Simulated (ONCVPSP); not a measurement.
# Varying the ONCV potential for Mn

Base potential:

```
Element                 : manganese (Mn)
Generator               : ONCVPSP 4.0.1
Type                    : optimised norm-conserving Vanderbilt (ONCV)
Functional              : PBEsol
Relativity              : fully relativistic
Frozen core             : [Ne]
Valence charge          : 15
Reference configuration : 3s2 3p6 3d5.5 4s1.5
Partial waves           : 3s+4s: rc 1.10 bohr, ncon 4, nbas 7, qcut 13.8 1/bohr, 2 projectors; 3p: rc 1.35 bohr, ncon 4, nbas 7, qcut 12.1 1/bohr, 2 projectors, debl 1 Ha; 3d: rc 1.95 bohr, ncon 3, nbas 7, qcut 7.1 1/bohr, 3 projectors, debl 3.5 Ha
Local potential         : polynomial inside 1.05 bohr (lpopt 5, dvloc0 3 Ha)
Core correction         : Teter function fitted to the true core (icmod 2), fcfact 0.5
```

Open shells are filled in proportion to 2j + 1.

In the p channel the program set the typed energies aside and used -1.904, 0.250 Ha (j = l + 1/2; the other j can differ).

All-electron outer shells of the reference configuration (PBEsol, scalar-relativistic, ld1.x):

| shell | level (eV) | outermost node (bohr) | outermost maximum (bohr) |
| --- | --- | --- | --- |
| 2p | -627.14 | – | 0.19 |
| 3s | -83.31 | 0.34 | 0.74 |
| 3p | -52.23 | 0.31 | 0.75 |
| 3d | -4.91 | – | 0.76 |
| 4s | -4.60 | 1.06 | 2.57 |

Cutoffs, loose and tight: the cutoffs (Ha) at which the residual kinetic energy of the hardest occupied pseudo-wave falls to 1 and 0.1 mHa per electron. They do not see the model core or the augmentation charge, which bear on the density cutoff. Test errors are all-electron minus pseudo excitation energies from the reference, over the configurations 3s2 3p6 3d5 4s2; 3s2 3p6 3d5 4s1; 3s2 3p6 3d5 4s0; 3s2 3p6 3d6 4s1. A dash means not determined; rows that change the core or the reference have their own tests.

```csv
change,outcome,"cutoff, loose","cutoff, tight",bound ghosts,GHOST(+) flags above zero,largest test error (meV)
base,"generated, projector energies reset by the program",56 Ha,67 Ha,none,none,+29
s: qcut 14.9; p: qcut 13; d: qcut 7.7,"failed: ERROR pspot: first pseudo wave function has node, program will stop",–,–,–,–,–
"local potential polynomial inside 1.05 bohr (lpopt 5, dvloc0 1.5 Ha)","generated, projector energies reset by the program",56 Ha,67 Ha,none,none,+29
"all radii but the core radius scaled by about 1.05 (s 1.16, p 1.42, d 2.06 bohr); local potential polynomial inside 1.10 bohr (lpopt 5, dvloc0 3 Ha)","generated, projector energies reset by the program",56 Ha,67 Ha,none,none,+33
"p: ncon 5, nbas 8","generated, projector energies reset by the program",56 Ha,67 Ha,none,none,+29
"core correction Teter function, fcfact 4, rcfact 1.45","generated, projector energies reset by the program",56 Ha,67 Ha,none,none,+29
scalar-relativistic,"generated, projector energies reset by the program",56 Ha,67 Ha,none,none,+29
p: nproj 3,"generated, projector energies reset by the program",56 Ha,67 Ha,none,none,+29
```

What comes out with this change to the base: reference 3s2 3p6 3d5 4s1?

outcome: generated, projector energies reset by the program; cutoff, loose: 56 Ha; cutoff, tight: 67 Ha; bound ghosts: none; GHOST(+) flags above zero: none; largest test error (meV): +192.

What comes out with this change to the base: d: qcut 4.1?

outcome: generated, projector energies reset by the program; bound ghosts: none; GHOST(+) flags above zero: none; largest test error (meV): +63.
